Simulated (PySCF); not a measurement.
Species: (CH3)3CCHF2, C5H10F2.
Geometry (GFN2-xTB, Å), atoms numbered from 1 in this order:
```xyz
17
C5H10F2 angstrom
C     -0.7828   -0.7807   -1.0612
C      0.0313   -0.0222   -0.0106
C      1.1904    0.7266   -0.6709
C      0.5564   -0.9827    1.0580
C     -0.8735    1.0094    0.6763
F     -1.9370    0.4202    1.2778
F     -1.3953    1.8885   -0.2154
H     -0.1575   -1.5193   -1.5562
H     -1.6220   -1.2908   -0.5939
H     -1.1701   -0.0927   -1.8091
H      0.8162    1.4483   -1.3930
H      1.7818    1.2563    0.0730
H      1.8363    0.0223   -1.1881
H      1.2013   -1.7269    0.5986
H     -0.2673   -1.4944    1.5499
H      1.1299   -0.4457    1.8107
H     -0.3449    1.5960    1.4444
```

Method: TDDFT CAM-B3LYP/def2-SVPD, vertical, gas phase, core orbitals frozen in the response (PySCF).

Question: List the vertical singlet excitations with oscillator strengths and describe the spectrum.

Answer: 

| state | E (eV) | E (kJ/mol) | λ (nm) | f | \|μ\| (D) | symmetry | main configurations (H = HOMO, L = LUMO) |
| --- | --- | --- | --- | --- | --- | --- | --- |
| S1 | 8.98 | 867 | 138.0 | 0.065 | 1.38 | A′ | H→L (88%) |
| S2 | 9.44 | 911 | 131.4 | 0.056 | 1.25 | A″ | H-2→L (90%) |
| S3 | 9.46 | 912 | 131.1 | 0.078 | 1.48 | A′ | H-1→L (87%) |
| S4 | 9.71 | 937 | 127.6 | 0.0009 | 0.16 | – | H→L+1 (80%) |
| S5 | 9.80 | 946 | 126.5 | 0.056 | 1.23 | A′ | H→L+2 (58%), H→L+3 (17%), H→L (8%) |
| S6 | 9.95 | 960 | 124.6 | 0.012 | 0.56 | A′ | H→L+3 (65%), H→L+2 (22%) |
| S7 | 10.09 | 974 | 122.8 | 0.0046 | 0.35 | A″ | H-3→L (58%), H-1→L+1 (18%), H-2→L+2 (9%) |
| S8 | 10.30 | 994 | 120.3 | 0.0060 | 0.39 | A′ | H-2→L+1 (58%), H-1→L+2 (18%) |

Triplets, Tamm–Dancoff:

```tsv
state	E (eV)	λ (nm)	main configurations (H = HOMO, L = LUMO)
T1	8.73	142.0	H→L (76%), H→L+2 (12%)
T2	9.24	134.2	H-1→L (88%)
T3	9.26	133.9	H-2→L (89%)
```

The lowest singlet lies at 8.98 eV (138 nm, vacuum ultraviolet) and is of moderate strength; its leading configuration is HOMO→LUMO (88%). The most intense listed level is S3 at 9.46 eV (131 nm, f = 0.078), 0.47 eV above S1. Löwdin shares by element: HOMO carbon 40% or more, fluorine 26% (atoms not listed hold the other 34%); LUMO carbon 44% or more (atoms not listed hold the other 56%). Orbital energies (eV): HOMO-3 -12.00, HOMO-2 -11.12, HOMO-1 -11.11, HOMO -10.60, LUMO 1.23, LUMO+1 2.05, LUMO+2 2.08. Weighted by f, the mean energy of these states is 9.46 eV. The oscillator strengths of these states sum to 0.279; summed over the whole spectrum of an exact calculation they would give the number of electrons, 58 (Thomas–Reiche–Kuhn). Symmetry labels in Cs follow from the direction of the transition dipole and are given only for states with f of 0.002 or more. The window holds the lowest 8 singlets.
